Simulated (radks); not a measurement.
Ionisation of neutral chlorine, [Ne] 3s2 3p5, to [Ne] 3s2 3p4 as the strength of local exchange is varied. Method: scalar-relativistic Kohn-Sham, Slater X-alpha exchange (alpha = 2/3 is LDA exchange), no correlation, spin-polarised, spherical densities, point nucleus; open shells are filled with parallel spins first; computed with a radial shooting solver on a logarithmic mesh with Libxc functionals.

alpha	E(Cl) (hartree)	exchange (hartree)	IE (eV)	-e of the level emptied (eV)	<r> of it (bohr)
0.564	-454.90896	-21.29772	10.591	5.891 (3p)	1.939
0.617	-456.91472	-23.38886	11.155	6.405 (3p)	1.912
0.655	-458.35755	-24.89758	11.568	6.784 (3p)	1.893
0.667	-458.81400	-25.37565	11.700	6.906 (3p)	1.887
0.738	-461.52276	-28.22021	12.496	7.644 (3p)	1.854
0.923	-468.64552	-35.76038	14.689	9.707 (3p)	1.774
0.933	-469.03320	-36.17323	14.813	9.824 (3p)	1.770
0.959	-470.04243	-37.24915	15.136	10.131 (3p)	1.759

NIST Atomic Spectra Database: 12.968 eV (measured). The Delta-SCF value meets it near alpha = 0.78. Open shells are spherical and high-spin; term and fine-structure splittings are not resolved.
